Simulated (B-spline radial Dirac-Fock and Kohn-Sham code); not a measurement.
**X-ray form factors of potassium in several charge states**

Calculated with an atomic code on a B-spline grid, using Dirac-Fock orbitals of the configuration average with a finite nucleus.

Configurations: K¹⁴⁺ [He] 2s2 2p1; K¹⁵⁺ [He] 2s2; K¹⁸⁺ 1s1. The first column is f₀ of K¹⁴⁺, the others are differences from it.

```
s (Å⁻¹)   K¹⁴⁺  Δ K¹⁵⁺  Δ K¹⁸⁺
      0  5.000  -1.000  -4.000
   0.05  4.992  -0.998  -3.993
    0.1  4.970  -0.991  -3.971
   0.15  4.933  -0.981  -3.934
    0.2  4.882  -0.966  -3.884
   0.25  4.818  -0.947  -3.821
    0.3  4.741  -0.925  -3.746
   0.35  4.652  -0.899  -3.660
    0.4  4.554  -0.871  -3.563
   0.45  4.446  -0.840  -3.458
    0.5  4.331  -0.807  -3.346
    0.6  4.083  -0.736  -3.105
    0.7  3.821  -0.661  -2.850
    0.8  3.554  -0.586  -2.592
    0.9  3.292  -0.512  -2.339
      1  3.041  -0.442  -2.099
    1.1  2.807  -0.377  -1.877
    1.2  2.594  -0.318  -1.676
    1.4  2.233  -0.218  -1.342
    1.6  1.958  -0.144  -1.096
```
